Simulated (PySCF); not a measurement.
A species of formula C10H24Si has this rotational fingerprint, computed with PBE0-D3(BJ)/def2-SVP geometry optimisation, gas phase in PySCF 2.14.0:

| Quantity | Value |
| --- | --- |
| Rotational constants | A = 1185, B = 728.7, C = 680.1 MHz |
| Dipole components | \|μa\| = 0.00 D, \|μb\| = 0.09 D, \|μc\| = 0.00 D |
| Inertial defect | -376.96 u·Å² |
| κ | -0.81 |

Problem. Which candidate fits, each taken in the one conformer that was computed?
A. SiMe2(nBu)2 (`CCCC[Si](C)(C)CCCC`)
B. `CC(C)(C)[Si](C)(C)C(C)(C)C` (Si(tBu)2Me2)

Solution. B. It is CC(C)(C)[Si](C)(C)C(C)(C)C, an asymmetric top, point group C2. The candidates at the same level (rigid rotor, commonest isotopes):

```csv
SMILES,A (MHz),B (MHz),C (MHz),μa (D),μb (D),μc (D),Δ (u·Å²),point group,rotor
CC(C)(C)[Si](C)(C)C(C)(C)C,1185,728.7,680.1,0.00,0.09,0.00,-376.96,C2,asymmetric top
CCCC[Si](C)(C)CCCC,1504,344.4,321.1,0.00,0.00,0.00,-229.41,C2,near-prolate asymmetric top
```

`CCCC[Si](C)(C)CCCC` has C 53 % too low. In the right answer the symmetry axis of this C2 structure is b, so μa and μc vanish by symmetry. No structure here is proved a minimum.
